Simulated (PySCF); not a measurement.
## 17O chemical shifts

How the numbers were obtained: geometry: GFN2-xTB, PBE0/pcSseg-1 with gauge-including orbitals, in PySCF 2.14.0 with density-fitted response routines (one conformer, one averaged value for each set of equivalent atoms, non-relativistic Hamiltonian, isolated molecule).

Shieldings were converted by a linear fit to measured shifts: 17O: δ = 266.70 − 0.911σ (rms 10.7 ppm, 155 shifts, 12.2 ppm with the 3 outliers that the fit left out vs liquid water, solution or neat liquid). A few per cent of atoms miss by over 2 rms, more outside the fitted compound classes.

**Question.** Give the 17O shifts of `C[C@H]1CO[Si](C)(C)C1`.

**Answer.** 
```tsv
compound	environment	δ (ppm)
C[C@H]1CO[Si](C)(C)C1	oxygen bonded to C, Si, in a 5-membered ring	13.8
```

**Question.** Match the shifts 661.2, 53.5, -10.5 ppm to `COC[C@H]1CC[SiH2]C1`, `C[C@@H](O)[C@H]1CCC[SiH2]1`, `C[SiH2]C#CC#CC=O`.

**Answer.** 661.2: C[SiH2]C#CC#CC=O (aldehyde oxygen); 53.5: C[C@@H](O)[C@H]1CCC[SiH2]1 (alcohol oxygen); -10.5: COC[C@H]1CC[SiH2]C1 (ether oxygen).
